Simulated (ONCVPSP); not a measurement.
## Si, ONCV: configuration errors across variants

* Element: silicon
* Generator: ONCVPSP 4.0.1
* Type: optimised norm-conserving Vanderbilt (ONCV)
* Functional: PBE
* Relativity: scalar-relativistic
* Frozen core: [Ne]
* Valence charge: 4
* Reference configuration: 3s1.75 3p2.25
* Partial waves: 3s: rc 1.75 bohr, ncon 5, nbas 8, qcut 4.3 1/bohr, 1 projector; 3p: rc 2.25 bohr, ncon 4, nbas 9, qcut 2.9 1/bohr, 1 projector; d scattering state at 0.45 Ha: rc 1.75 bohr, ncon 4, nbas 9, qcut 6.5 1/bohr, 2 projectors, debl 1.8 Ha
* Local potential: polynomial inside 1.10 bohr (lpopt 5, dvloc0 6 Ha)
* Core correction: Teter function, fcfact 3, rcfact 1.65

All-electron excitation energies from the reference (eV): (1) 3s2 3p2 -1.688; (2) 3s2 3p1 6.052; (3) 3s2 3p0 22.045; (4) 3s1 3p2 13.482.

Errors AE − PS in meV (a dash: test not solved or not reliable):

```tsv
change	(1)	(2)	(3)	(4)	bound ghosts	GHOST(+) flags above zero
base	-0.1	+1.4	-11	-0.5	none	none
core correction Teter function, fcfact 3, rcfact 1	+0.3	-1.3	-6.7	+6.9	none	none
core correction Teter function, fcfact 3, rcfact 1.18	+0.3	-0.5	-2.5	+6.2	none	none
core correction Teter function, fcfact 3, rcfact 1.3	+0.2	+0.5	+2.9	+5.3	none	none
core correction Teter function, fcfact 3, rcfact 1.62	0.0	+1.8	-6.0	+0.3	none	none
core correction Teter function, fcfact 3, rcfact 1.86	-0.2	-6.1	-72	-8.9	none	none
core correction Teter function, fcfact 3, rcfact 2.02	-0.3	-19	-150	-20	none	none
```

(1) Give the same row for: core correction Teter function, fcfact 3, rcfact 1.46.

Results:

(1) +0.1, +1.9, +6.1, +3.4; bound ghosts: none; GHOST(+) flags above zero: none.
